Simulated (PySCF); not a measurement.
H6GeSi, SMILES [SiH3][GeH3], B3LYP/def2-SVP optimised geometry.

```
8

Si     0.44    -1.15     0.00
Ge    -0.39     1.11     0.00
H     -0.04    -1.87    -1.21
H      1.93    -1.15     0.00
H     -0.04    -1.87     1.21
H     -1.93     1.12     0.00
H      0.10     1.87     1.25
H      0.10     1.87    -1.25
```

Density from B3LYP/def2-TZVP (PySCF) at that geometry.

Minimum of the electron density along straight lines between bonded atoms, close to the bond critical point (lines longer than 1.1 times the sum of covalent radii, or with two minima, are not listed):

```json
[
 {"bond": "Si1–Ge2", "length / Å": "2.398", "ρ at the minimum / e bohr⁻³": "?", "∇²ρ there / e bohr⁻⁵": "-0.13", "position (fraction from the first atom)": "0.47"},
 {"bond": "Si1–H3", "length / Å": "1.493", "ρ at the minimum / e bohr⁻³": "0.119", "∇²ρ there / e bohr⁻⁵": "0.15", "position (fraction from the first atom)": "0.49"},
 {"bond": "Si1–H4", "length / Å": "1.493", "ρ at the minimum / e bohr⁻³": "0.119", "∇²ρ there / e bohr⁻⁵": "0.15", "position (fraction from the first atom)": "0.49"},
 {"bond": "Si1–H5", "length / Å": "1.493", "ρ at the minimum / e bohr⁻³": "0.119", "∇²ρ there / e bohr⁻⁵": "0.15", "position (fraction from the first atom)": "0.49"},
 {"bond": "Ge2–H6", "length / Å": "1.544", "ρ at the minimum / e bohr⁻³": "0.130", "∇²ρ there / e bohr⁻⁵": "0.06", "position (fraction from the first atom)": "0.59"},
 {"bond": "Ge2–H7", "length / Å": "1.544", "ρ at the minimum / e bohr⁻³": "0.130", "∇²ρ there / e bohr⁻⁵": "0.06", "position (fraction from the first atom)": "0.59"},
 {"bond": "Ge2–H8", "length / Å": "1.544", "ρ at the minimum / e bohr⁻³": "0.130", "∇²ρ there / e bohr⁻⁵": "0.06", "position (fraction from the first atom)": "0.59"}
]
```

Task: Complete the blanks.

Result: 
- Si1–Ge2, ρ at the minimum / e bohr⁻³: 0.089
